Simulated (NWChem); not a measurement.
System: BeSiH$_{4}$S; SMILES [Be]([SH])[SiH3]

The following NWChem deck was run.

```
start job
memory heap 200 mb stack 900 mb global 1100 mb
geometry units angstroms noautosym nocenter noautoz
  Be    -0.066313     0.164696     0.003918
  S     -0.111656     2.079177    -0.003072
  H      1.240937     2.157546    -0.005176
  Si    -0.009631    -2.011214     0.002733
  H     -0.970244    -2.595768    -0.989137
  H     -0.351376    -2.592693     1.341459
  H      1.353354    -2.523695    -0.359589
end
basis spherical
  Be library aug-cc-pvdz
  S library aug-cc-pvdz
  H library aug-cc-pvdz
  Si library aug-cc-pvdz
end
dft
  xc b3lyp
  iterations 150
end
property
  response 1 0.0
end
task dft property
```

The geometry was optimised at PBE0/def2-SVP.

Static field.

Question: Give the results of this calculation. (B3LYP/aug-cc-pVDZ.) Quantities: isotropic polarisability (bohr³); anisotropy (bohr³).

Answer: The isotropic polarisability (bohr³) is 72.4. The anisotropy (bohr³) is 30.1.
